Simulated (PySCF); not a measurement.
C4H13NSi3.
Cartesian coordinates in Å at the PBE0-D3(BJ)/def2-SVP level; atoms count from 1:
```xyz
21
C4H13NSi3 angstrom
C      0.6306    2.6138    0.7061
C     -0.0901    1.9265   -0.1886
Si     0.2283    0.1318   -0.6033
C      1.6178   -0.5545    0.4389
C      2.7411   -1.0573   -0.0873
N     -1.2651   -0.7587   -0.3212
Si    -2.5314   -0.0987    0.6951
Si    -1.4104   -2.4073   -0.9007
H      0.4373    3.6703    0.9240
H      1.4549    2.1503    1.2605
H     -0.8957    2.4555   -0.7158
H      0.6233   -0.0178   -2.0389
H      1.4984   -0.5813    1.5310
H      2.9118   -1.0700   -1.1704
H      3.5412   -1.4812    0.5303
H     -3.5711   -1.1646    0.8420
H     -3.1697    1.1105    0.0914
H     -2.0297    0.2720    2.0537
H     -0.2320   -2.6913   -1.7738
H     -2.6669   -2.5907   -1.6900
H     -1.4275   -3.3984    0.2201
```

Level of theory: PBE0-D3(BJ)/def2-SVP geometry optimisation, gas phase in PySCF.

Masses are those of the commonest isotopes; rigid-rotor values at the optimised geometry. The values belong to one conformer with, in the numbering `[CH2:1]=[CH:2][SiH:3]([CH:4]=[CH2:5])[N:6]([SiH3:7])[SiH3:8]`, C1–C2–Si3–C4 2°, C2–Si3–C4–C5 -120°, C2–Si3–N6–Si7 -19°.

(1) What are A, B and C (MHz)?

(2) Classify the top.

(3) Is it planar, by Δ = Ic − Ia − Ib?

(4) Give the other two planar moments, Paa and Pbb, and the rms extents of the mass along the axes.

(5) Which lines would a microwave search look for?

(6) Estimate the classical rotational partition function at 10 K, 100 K and 298.15 K.

Results:

(1) Ia = 380.82, Ib = 527.56, Ic = 804.05 u·Å²; 505379 MHz·u·Å²/I gives A = 1327, B = 958.0, C = 628.5 MHz.

(2) An asymmetric top: κ = (2 × 958.0 − 1327 − 628.5)/(1327 − 628.5) = -0.06.

(3) Not planar: Δ = Ic − Ia − Ib = -104.32 u·Å². For a rigid frame Δ = −2 Σ m c², so Σ m c² = 52.16 u·Å² lies off the ab plane: 18.48 from hydrogen and 33.68 from heavier atoms. The atom farthest from that plane is 1.84 Å away.

(4) Paa = Σ m a² = (Ib + Ic − Ia)/2 = 475.40 and Pbb = Σ m b² = (Ia + Ic − Ib)/2 = 328.66 u·Å². With the mass M = 159.04 u, the rms extents √(P/M) along a, b and c are 1.73, 1.44, 0.57 Å.

(5) The dipole components are |μa| = 1.17 D, |μb| = 0.07 D, |μc| = 0.37 D. The squared components, which scale the intensities, stand as 1.00 : 0.00 : 0.10 (a : b : c). Some lines, for components of 0.1 D or more:

```json
{"type": "a", "branch": "Q", "J(Ka,Kc)": "1(1,0) ← 1(1,1)", "MHz": "329", "lower level (cm⁻¹)": "0.065"}
{"type": "c", "branch": "Q", "J(Ka,Kc)": "1(1,1) ← 1(0,1)", "MHz": "369", "lower level (cm⁻¹)": "0.053"}
{"type": "a", "branch": "Q", "J(Ka,Kc)": "2(1,1) ← 2(1,2)", "MHz": "988", "lower level (cm⁻¹)": "0.160"}
{"type": "c", "branch": "Q", "J(Ka,Kc)": "2(2,1) ← 2(1,1)", "MHz": "1107", "lower level (cm⁻¹)": "0.193"}
{"type": "a", "branch": "R", "J(Ka,Kc)": "1(0,1) ← 0(0,0)", "MHz": "1586", "lower level (cm⁻¹)": "0.000"}
{"type": "c", "branch": "R", "J(Ka,Kc)": "1(1,0) ← 0(0,0)", "MHz": "2285", "lower level (cm⁻¹)": "0.000"}
{"type": "a", "branch": "R", "J(Ka,Kc)": "2(1,2) ← 1(1,1)", "MHz": "2844", "lower level (cm⁻¹)": "0.065"}
{"type": "a", "branch": "R", "J(Ka,Kc)": "2(0,2) ← 1(0,1)", "MHz": "3030", "lower level (cm⁻¹)": "0.053"}
{"type": "a", "branch": "R", "J(Ka,Kc)": "2(1,1) ← 1(1,0)", "MHz": "3502", "lower level (cm⁻¹)": "0.076"}
{"type": "c", "branch": "R", "J(Ka,Kc)": "2(1,1) ← 1(0,1)", "MHz": "4201", "lower level (cm⁻¹)": "0.053"}
{"type": "c", "branch": "R", "J(Ka,Kc)": "2(2,0) ← 1(1,0)", "MHz": "4753", "lower level (cm⁻¹)": "0.076"}
{"type": "c", "branch": "R", "J(Ka,Kc)": "2(2,1) ← 1(1,1)", "MHz": "4939", "lower level (cm⁻¹)": "0.065"}
```

(6) Point group C1, symmetry number σ = 1; q = (√π/σ)·√((kT/h)³/(ABC)), k/h = 20836.6 MHz/K: 5960 at 10 K, 189000 at 100 K, 971000 at 298.15 K.

No frequency check. No vibrational averaging or centrifugal distortion is included, and the geometry carries the error of its method. A rigid rotor knows nothing of internal rotation, which can split or shift real lines. Quadrupole hyperfine structure (14N) is left out.

On one thread, Arm Neoverse V2 (aarch64) (shared host), this took 5.6 min of wall time and 0.85 GiB of memory at its peak. These figures are those of the optimisation.
